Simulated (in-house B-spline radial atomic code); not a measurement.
Values are calculated unless marked as measured or tabulated.
## Extrapolating the RPA correlation energy in partial waves: Mn

All-electron RPA on PBE orbitals from an all-electron radial atomic-structure program (B-spline basis), scalar-relativistic (spin-free one-electron X2C), finite nucleus, configuration [Ar] 3d5 4s2, highest spin. With empty states up to angular momentum L the sums are:

```csv
L,E_c(L) (hartree)
4,-1.561369
5,-1.627486
6,-1.658418
7,-1.674472
8,-1.683432
```

For large l each further wave adds A/(l + 1/2)⁴, because the basis must build the cusp where two electrons meet.

Problem. Estimate the limit from L = 7 and L = 8.

Solution. Wave 8 adds -0.008960, against a sum of (l + 1/2)⁻⁴ of 1.91569e-04, so A = -46.772. The sum over l > 8 is ζ(4, 9.5) = 4.5445e-04, close to 1/(3 × 9³) = 4.5725e-04. The tail is -0.021256 and the limit -1.70469 hartree.

Problem. How good is the estimate?

Solution. A run to L = 11 sums to -1.69446 and extrapolates to -1.70203 hartree, 0.49 millihartree from the run before. The estimate differs from that by -2.65 millihartree, while the bare sum at L = 8 misses 18.6 millihartree (1.1 %).
